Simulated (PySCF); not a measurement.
# From computed data to an observable: dipole moment from atomic charges

Sn(F)(Cl)2(OH) (Cl₂FHOSn), SMILES [OH][Sn]([F])([Cl])[Cl]. Atoms are numbered in the order given.

```xyz
6

O      1.4394     1.5686     0.0000
Sn     0.0014     0.2267     0.0000
F     -1.6539     1.2243     0.0000
Cl     0.0659    -1.0989     1.9123
Cl     0.0659    -1.0989    -1.9123
H      1.0591     2.4620     0.0000
```

Geometry: B3LYP-D3(BJ)/def2-SVP. The def2 effective core potentials stand for the cores of Sn; spin–orbit coupling is left out. Other conformers were not sampled.

Charges (e) from B3LYP/def2-TZVP in PySCF:

```json
[
 {"atom": "O1", "ESP fit": "-0.574", "Mulliken": "-0.625"},
 {"atom": "Sn2", "ESP fit": "0.669", "Mulliken": "1.338"},
 {"atom": "F3", "ESP fit": "-0.300", "Mulliken": "-0.455"},
 {"atom": "Cl4", "ESP fit": "-0.109", "Mulliken": "-0.294"},
 {"atom": "Cl5", "ESP fit": "-0.109", "Mulliken": "-0.294"},
 {"atom": "H6", "ESP fit": "0.423", "Mulliken": "0.330"}
]
```

The dipole moment of the full density is 0.95 D.

Problem. What dipole moment does each set of point charges give, and which comes closer to that of the density?

Solution. 
μ = Σ q r, and 1 e Å = 4.8032 D.
ESP fit: Σ q r = (0.105, 0.165, 0.000) e Å, |μ| = 0.94 D.
Mulliken: Σ q r = (0.166, 0.225, 0.000) e Å, |μ| = 1.34 D.
ESP fit comes closer in size. Point charges leave out the atoms' own dipoles (lone pairs, polarised bonds); fits to the potential absorb them, partitions of the density don't.
